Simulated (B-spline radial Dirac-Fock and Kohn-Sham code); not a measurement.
**Core-level shifts of platinum with charge state**

Level of theory: relaxed Dirac-Fock hole states (ΔSCF) with Breit and QED corrections and a finite nucleus; a radial B-spline solver. Each ion is free and in its tabulated ground configuration. Electron correlation is not included.

Reference: Pt, [Xe] 4f14 5d9 6s1, with K (1s) 78398.0 eV, M2 (3p1/2) 3039.3 eV, N2 (4p1/2) 623.2 eV, O2 (5p1/2) 76.06 eV, O3 (5p3/2) 61.31 eV, Kα1 (K-L3) 66826.4 eV, Kβ1 (K-M3) 75738.8 eV, Lℓ (L3-M1) 8259.5 eV. Shifts from it, in eV (a dash: the subshell is empty, belongs to an open shell averaged over j, or its hole state is left out as unreliable):

```
 ion  configuration  K (1s)  M2 (3p1/2)  N2 (4p1/2)  O2 (5p1/2)  O3 (5p3/2)    Kα1    Kβ1     Lℓ
 Pt⁺  [Xe] 4f14 5d9    +9.0        +8.9        +8.9        +9.0        +9.0  +0.10  +0.10  +0.02
Pt²⁺  [Xe] 4f14 5d8   +23.2       +23.1       +23.1       +22.3       +22.1  +0.03  +0.09  +0.07
Pt³⁺  [Xe] 4f14 5d7       ?           ?           ?           ?           ?      ?      ?      ?
Pt⁴⁺  [Xe] 4f14 5d6   +56.0       +55.8       +55.5       +52.3       +51.6  -0.12  +0.19  +0.32
Pt⁵⁺  [Xe] 4f14 5d5   +74.3       +74.0       +73.5       +68.6       +67.5  -0.20  +0.32  +0.52
Pt⁶⁺  [Xe] 4f14 5d4   +93.6       +93.2       +92.4       +85.6       +84.2  -0.27  +0.51  +0.78
Pt⁷⁺  [Xe] 4f14 5d3  +114.1      +113.4      +112.3      +103.4      +101.5  -0.34  +0.76  +1.09
```

Question: Give the missing shifts for Pt³⁺.

Answer: K (1s) +39.0, M2 (3p1/2) +38.8, N2 (4p1/2) +38.7, O2 (5p1/2) +36.8, O3 (5p3/2) +36.4, Kα1 -0.04, Kβ1 +0.12, Lℓ +0.17 (eV).

Over this range K (1s) moves by +114.1 eV and Kα1 by -0.3 eV: a line is a difference of two levels that shift in the same direction.

Values without a named source are computed, but for edge energies of neutral atoms, which are taken from tables.
